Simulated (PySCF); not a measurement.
Computed structure and properties of Bi(NH2)3

System: Bi(NH2)3 (singlet); start: displaced along the imaginary mode (C3v). Method: PySCF 2.14.0, RKS B3LYP, Bi def2-SVP with ECP60, N def2-SVP, H def2-SVP; non-relativistic Hamiltonian with scalar-relativistic core potentials where named; density fitting; no spin-orbit coupling.

Input of the relaxation:

```python
mol = gto.M(atom='''
Bi    -0.00000    -0.00000    -0.01633
N      2.27190     0.00002     0.09444
H      3.11111     0.00003     0.73312
H      2.64603     0.00002    -0.91670
N     -1.13597     1.96752     0.09444
H     -1.55558     2.69428     0.73312
H     -1.32303     2.29151    -0.91670
N     -1.13593    -1.96754     0.09444
H     -1.55553    -2.69431     0.73312
H     -1.32299    -2.29154    -0.91670''',
    basis={'Bi': 'def2-SVP', 'N': 'def2-SVP', 'H': 'def2-SVP'},
    ecp={'Bi': 'def2-SVP'},
    charge=0, spin=0)
mf = dft.RKS(mol, xc='B3LYP')
mf.grids.atom_grid = (50, 194)
mf = mf.density_fit()  # fitting sets: Bi def2-universal-JKFIT, N def2-universal-JKFIT, H def2-universal-JKFIT
mf.conv_tol = 1e-08; mf.max_cycle = 55
mf.kernel(dm0)  # dm0: converged density of the start geometry
# quasi-Newton relaxation in Cartesian coordinates to a largest gradient under 0.00045 Eh/bohr, steps kept in the point group
```

Run from Python with OMP_NUM_THREADS=2; the lines above give its settings. Where DIIS fails, smearing, a level shift and second-order steps follow.
It took 2.2 min on 2 threads of Intel(R) Xeon(R) Processor @ 2.70GHz, on a shared host, from the converged density of the start.

Course of the relaxation:

```csv
step,energy above end (eV),largest force component within the symmetry (eV/Å)
0,2.9071,3.238
1,2.1108,1.891
2,1.4169,1.221
3,0.9859,0.934
4,0.5914,0.701
5,0.4277,1.462
6,0.3008,0.755
7,0.1435,0.393
8,0.0722,0.814
9,0.0244,0.278
10,0.0061,0.130
11,0.0014,0.105
12,0.0004,0.033
13,0.0000,0.017
14,0.0000,0.011
```

Relaxed geometry (C3v):

```xyz
10

Bi    0.0000    0.0000   -1.1529
N     1.8503    0.0000   -0.0770
H     1.9450    0.0000    0.9328
H     2.7388    0.0000   -0.5661
N    -0.9252    1.6024   -0.0770
H    -0.9725    1.6844    0.9328
H    -1.3694    2.3719   -0.5661
N    -0.9251   -1.6024   -0.0770
H    -0.9725   -1.6844    0.9328
H    -1.3694   -2.3719   -0.5661
```

```
     contact      Å
Bi1–N2 (NH2)  2.140
Bi1–N5 (NH2)  2.140
Bi1–N8 (NH2)  2.140
```

On the finer grid (75, 302):

```json
{
 "HOMO": "-5.33 eV",
 "LUMO": "0.29 eV",
 "Dipole about the centre of mass": "0.78 D",
 "Set of Mulliken populations of Bi1 outside the core potential": "s 3.81, p 8.14, d 10.19",
 "D3(BJ) dispersion energy (not in the energies)": "-0.376 eV"
}
```

```tsv
atom	Mulliken (e)	Löwdin (e)	spin (e)
Bi1	0.86	0.76	0.00
N2	-0.50	-0.34	0.00
H3	0.11	0.04	0.00
H4	0.11	0.04	0.00
N5	-0.50	-0.34	0.00
H6	0.11	0.04	0.00
H7	0.11	0.04	0.00
N8	-0.50	-0.34	0.00
H9	0.11	0.04	0.00
H10	0.11	0.04	0.00
```

No frequency check is given for this geometry.

Taking off one NH2 (charge -1, singlet; the rest: singlet) in vacuum, both parts rigid, costs 10.04 eV; the small basis without counterpoise inflates it. Most of it is the attraction of opposite charges; other ways to part are cheaper, and one spin state was tried for the rest.

Rigid scan of NH2 along the line from its metal:

```
distance to N2 (Å)  energy (eV)
              1.84        1.175
              1.94        0.445
              2.04        0.096
              2.14        0.000
              2.24        0.071
              2.34        0.248
              2.54        0.769
              2.84        1.652
              3.24        2.684
              3.74        3.366
```

One start shape was tried, so this needn't be the lowest isomer.
